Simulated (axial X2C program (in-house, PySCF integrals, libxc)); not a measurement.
## Density and ELF of TiCl⁻

All values were computed with an in-house relativistic program for diatomic molecules. Two-component (2c) means X2C with spin–orbit coupling and atomic mean-field two-electron Coulomb and Gaunt terms. Basis: Ti dyall-acv3z [11s11p7d4f2g], Cl dyall-av3z [9s8p3d2f] (cores contracted in-house); Gaussian nuclei, density fitting, unrestricted open shells. Masses: Ti 47.948 u, Cl 34.969 u.

PBE0, two-component, state Ω = 2 (⟨Sz⟩ = -1.00, ⟨Lz⟩ = 3.00 at PBE0); Ti at z = 0, Cl at z = 2.355 Å.

The maps cover the half plane through the axis: z from -2.4 to 4.5 Å along the bond, ρ from 0.15 to 2.25 Å away from it (steps of 0.3 Å, the bottom row nearest the axis).

log10 of the density in e/bohr³:

digits 0 to 9 span -4.32 to 1.40 evenly
```
122222222222222222111000
222233333332222222221100
222333333333333333332210
223333444433344444433211
233334445444445555443321
233334566654455666554321
233345677765556666654322
233345679765566897654332
```

Electron localisation function (collinear form, no current term, damped to 0 at low density):

digits 0 to 9 span 0.00 to 1.00 evenly
```
678888876521000000000000
789988875421001122210000
899887653211012444431000
998865321110135676653100
988632111110257888765210
986311356520378888876410
875101687861488204887420
873001728271484671787520
```

Axial spin density in 10⁻³ e/bohr³:

digits 0 to 9 span -4.38 to 4.38 evenly, values beyond are clipped
```
555554444444444444445555
555544433334444444444555
555543211223444444444555
555542000002344544444555
565530000000345544445555
666530000000246644455555
666650000000147744555555
667772000000258445765555
```

One determinant describes the state; a PBE0 search over occupations chose it and may have missed a lower one. Density functionals use the spin component along the axis (collinear). PBE0 can misorder states that lie within some tenths of an eV, so this need not be the ground state of the molecule. The nearest other spin-free determinant of the search, M_S = 1, Λ = 0, lies 0.015 eV up at the distance of the search. The functionals have no current-density term, which raises determinants with orbital currents, atoms included. With several unpaired electrons one determinant need not be a pure state. A state of lower Ω lies just above, and one determinant can place such states too high, so the state shown need not be the lowest. The search has Ω = 1 only 0.04 eV up. The highest occupied level of some functionals is positive through self-interaction error; at Hartree–Fock it is bound. The determinant is spin-polarised beyond a pure state at some levels (its spin-free form has ⟨S²⟩ too high), which makes Re and μ there less reliable.
